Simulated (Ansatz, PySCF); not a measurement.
B(H)(SeH)2 (BH3Se2), SMILES [SeH]B[SeH].

Geometry optimised at B3LYP-D3(BJ)/def2-SVP. The structure was generated by enumeration, and PubChem lists no compound with its InChIKey, so it may never have been made. One conformer was computed; it need not be the lowest.

Vertical ionisation energy (IE) and electron affinity (EA) in eV. Rows of orbital energies are one-electron estimates. Where ΔSCF, EOM or ADC give a negative EA the extra electron is unbound and the value depends on the basis.

```json
[
 {"level": "−ε(HOMO), −ε(LUMO), PBE0/def2-TZVPD (PySCF)", "IE": "7.11", "EA": "1.29"},
 {"level": "−ε(HOMO), −ε(LUMO), PBE/def2-TZVPD (PySCF)", "IE": "…", "EA": "…"},
 {"level": "ΔSCF, PBE0/def2-SVPD (Ansatz), final states of multiplicity 2 and 2", "IE": "9.07", "EA": "-0.36"},
 {"level": "ΔSCF, PBE/def2-SVPD (Ansatz), final states of multiplicity 2 and 2", "IE": "8.89", "EA": "-0.39"}
]
```

Task: What belongs in the gaps? (Estimate from the structure and the level; the computed values follow.)

Result: 
- −ε(HOMO), −ε(LUMO), PBE/def2-TZVPD (PySCF), IE: 6.06
- −ε(HOMO), −ε(LUMO), PBE/def2-TZVPD (PySCF), EA: 2.12

Task: What vertical singlet–triplet gap does ΔSCF give with PBE0/def2-SVPD (Ansatz, a first-principles code) and with PBE/def2-SVPD (Ansatz)? (An estimate is asked for; the answer gives what the named calculation found.)

Result: 3.95 and 3.78 eV (triplet above singlet where positive).
